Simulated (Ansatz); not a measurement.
KNa3, relaxed as a quintet with UKS r2SCAN/def2-TZVP in Ansatz, starting from the r2SCAN/def2-TZVP geometry of the neutral singlet. Force threshold 0.02 eV/Å.

The relaxation made no stability test and no search for a lower SCF solution. At r2SCAN/def2-TZVP a triplet of charge 0 lies 0.93 eV below the quintet, each at its own geometry. The structure comes from a short search, and lower isomers may exist.

Start:

```xyz
4

Na   -0.7853   -0.9944    0.9434
Na    0.5421    1.0401   -1.0569
Na   -3.0214    0.5964   -1.3838
K     3.2646   -0.6421    1.4973
```

Problem. Estimate the energy that the relaxation releases and the steps that it takes.

Solution. 0.50 eV, in 17 steps; 54 s on 4 threads of Arm Neoverse V1 on a shared host. The force fell under the threshold at step 5, but the optimiser went on and released 0.273 eV more. No frequencies were taken in this run, so the end may be a saddle point.

Problem. Does the start keep its bonding and symmetry?

Solution. Bonds formed: Na3–K4 (atoms count from 1). Point group C2v at the start, Cs at the end, both within 0.05 Å.

Problem. Predict the relaxed structure.

Solution. 
Cartesian coordinates in Å:
```
Na -0.766 -2.221 0.195
Na 0.815 0.214 -2.202
Na -1.893 1.381 0.155
K 1.844 0.627 1.853
```
Bond lengths (bridged metal pairs left out): 3 × Na–Na 3.76 to 3.77 Å; 3 × K–Na 4.17 to 4.20 Å.
